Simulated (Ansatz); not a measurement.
A run for Ansatz (a program for electronic structure): R-r2SCAN/def2-TZVPPD on C2H4 (SMILES C=C). The basis file is the Basis Set Exchange's JSON of that set.

Ansatz 0.2 input:
```yaml
crystal:
  periodic: [false, false, false]
  atoms:
    - {symbol: C, position_ang: [0.00000000, -0.00000000, 0.66231028]}
    - {symbol: C, position_ang: [0.00000000, -0.00000000, -0.66231028]}
    - {symbol: H, position_ang: [-0.00000000, 0.92156059, 1.23180037]}
    - {symbol: H, position_ang: [-0.00000000, -0.92156059, 1.23180037]}
    - {symbol: H, position_ang: [-0.00000000, 0.92156059, -1.23180037]}
    - {symbol: H, position_ang: [-0.00000000, -0.92156059, -1.23180037]}
basis:
  gaussian:
    orbitals: def2-TZVPPD.json
hamiltonian:
  xc: {name: r2SCAN}
scf: {lower_state_search: off}
```

Question: Give the final energy of this run.

Answer: -78.5626 hartree.
